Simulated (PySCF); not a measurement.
Steps of a relaxation of [DyH4]−

[DyH4]− (singlet in the valence; each metal's 4f electrons, 9 of them, lie in its core potential, out of spins and levels). PySCF 2.14.0, RKS PBE0, Dy lcecp-1-SVP with ECP55, H def2-SVP; non-relativistic Hamiltonian with scalar-relativistic core potentials where named; density fitting; no spin-orbit coupling. Origin of the start: template. Columns: position (Å) and force (eV/Å). Energies are counted from the last step; some of the 4 steps are shown. Forces carry noise of the integration grid, about 0.01 to 0.03 eV/Å.

Run from Python with OMP_NUM_THREADS=2. Where DIIS fails, smearing, a level shift and second-order steps follow.
It took 4.3 s on 2 threads of Arm Neoverse V1, with other jobs on the host, from the converged density of the start.

```xyz
5
step 0  E = 0.122 eV
Dy    0.0000    0.0000    0.0000     0.00    0.00    0.00
H     1.2630    1.2630    1.2630    -0.34   -0.34   -0.34
H    -1.2630   -1.2630    1.2630     0.34    0.34   -0.34
H     1.2630   -1.2630   -1.2630    -0.34    0.34    0.34
H    -1.2630    1.2630   -1.2630     0.34   -0.34    0.34
```

```xyz
5
step 1  E = 0.055 eV
Dy    0.0000    0.0000    0.0000     0.00    0.00    0.00
H     1.2435    1.2435    1.2435    -0.23   -0.23   -0.23
H    -1.2435   -1.2435    1.2435     0.23    0.23   -0.23
H     1.2435   -1.2435   -1.2435    -0.23    0.23    0.23
H    -1.2435    1.2435   -1.2435     0.23   -0.23    0.23
```

```xyz
5
step 2  E = 0.000 eV
Dy    0.0000    0.0000    0.0000     0.00    0.00    0.00
H     1.2028    1.2028    1.2028     0.02    0.02    0.02
H    -1.2028   -1.2028    1.2028    -0.02   -0.02    0.02
H     1.2028   -1.2028   -1.2028     0.02   -0.02   -0.02
H    -1.2028    1.2028   -1.2028    -0.02    0.02   -0.02
```

Q: Where does the relaxation end?

A: It converges at step 3 in Td:
```xyz
5
step 3  E = 0
Dy    0.0000    0.0000    0.0000
H     1.2061    1.2061    1.2061
H    -1.2061   -1.2061    1.2061
H     1.2061   -1.2061   -1.2061
H    -1.2061    1.2061   -1.2061
```

Q: How did the contacts change?

A: 
```csv
contact,start (Å),end (Å)
Dy1–H2 (H),2.188,2.089
Dy1–H3 (H),2.188,2.089
Dy1–H4 (H),2.188,2.089
Dy1–H5 (H),2.188,2.089
```


An lcecp potential fixes the number of 4f electrons, so in runs with it no electron can move into or out of that shell.
